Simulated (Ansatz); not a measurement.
This geometry of CH₄AsB (7 atoms, charge 0, multiplicity 1) is a first-order saddle point.

Computed with Ansatz, RKS B3LYP-D4/def2-TZVP.

```xyz
7
Properties=species:S:1:pos:R:3
B -0.387 0.075 -1.055
C -0.869 -0.772 -0.069
As 0.570 0.209 0.771
H -0.345 0.556 -2.127
H -1.444 -1.516 0.447
H 0.449 1.578 1.367
H 2.026 -0.129 0.666
```

Problem. Which two structures does it join? (They come from a converged band through this point; their orientation in space is the band's.)

Solution. No bond is made or broken. The height of As3 over the plane of its neighbours goes from -0.84 to 0.87 Å.

Initial state:

```xyz
7
Properties=species:S:1:pos:R:3
B -0.450 -0.115 -1.193
C -0.768 -0.602 0.038
As 0.743 -0.100 1.221
H -0.091 0.337 -2.211
H -1.536 -1.192 0.504
H 0.379 1.360 1.520
H 1.723 0.312 0.121
```

Final state:

```xyz
7
Properties=species:S:1:pos:R:3
B -0.659 -0.105 -1.477
C -0.509 -0.401 -0.151
As 0.983 0.684 0.570
H -0.708 0.215 -2.601
H -1.022 -1.071 0.519
H 0.248 1.142 1.830
H 1.667 -0.464 1.310
```

Problem. How far does it lie above each of them?

Solution. 76.3 kJ/mol above the first and 69.1 kJ/mol above the second. This is the barrier of this one path; another mechanism may lie lower.

The run took 3.8 min on 2 threads of Intel(R) Xeon(R) Platinum 8488C (Sapphire Rapids) (shared host), peak memory 0.33 GiB.
